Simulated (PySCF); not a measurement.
**Mg₂F₄: calculation against measurement**

Isolated Mg₂F₄, optimised in PySCF with density fitting and no spin–orbit coupling; def2 sets carry scalar-relativistic core potentials from Rb on. All levels below give a singlet of D2h symmetry: PBE0/def2-TZVP Mg–F 1.748 Å (×2), Mg–F 1.898 Å (×4); B3LYP/def2-TZVP Mg–F 1.753 Å (×2), Mg–F 1.904 Å (×4); PBE/def2-TZVP Mg–F 1.766 Å (×2), Mg–F 1.919 Å (×4).

Problem. The tabulated gas-phase entropy at 298.15 K and 1 bar is 336.90 J/(mol K) (Chase, 1998, NIST Chemistry WebBook). What do rigid-rotor harmonic-oscillator sums give?

Solution. PBE0/def2-TZVP 361.8, B3LYP/def2-TZVP 364.1, PBE/def2-TZVP 366.5 J/(mol K). Tables of this kind often rest on estimated structures and frequencies for high-temperature species, so a gap need not be the fault of the calculation.

Problem. ΔfH°(298 K) is -1718.37 kJ/mol (Chase, 1998, NIST Chemistry WebBook), and for the gaseous atoms Mg 147.1, F 79.3 kJ/mol (tabulated in the package mendeleev). Compare the atomisation enthalpy with the calculations.

Solution. From the tables it is 2 × 147.1 + 4 × 79.3 − (-1718.4) = 2330 kJ/mol. To a computed De one adds −ZPE (-26.2), the atoms' spin–orbit lowering from NIST levels (-6.4) and the thermal terms (15.4), all taken at PBE0/def2-TZVP.
```json
{"level": "PBE0/def2-TZVP", "De (kJ/mol)": "2214", "ΔatH°(298 K)": "2197", "computed − tabulated": "-133"}
{"level": "B3LYP/def2-TZVP", "De (kJ/mol)": "2229", "ΔatH°(298 K)": "2212", "computed − tabulated": "-118"}
{"level": "PBE/def2-TZVP", "De (kJ/mol)": "2296", "ΔatH°(298 K)": "2279", "computed − tabulated": "-51"}
```
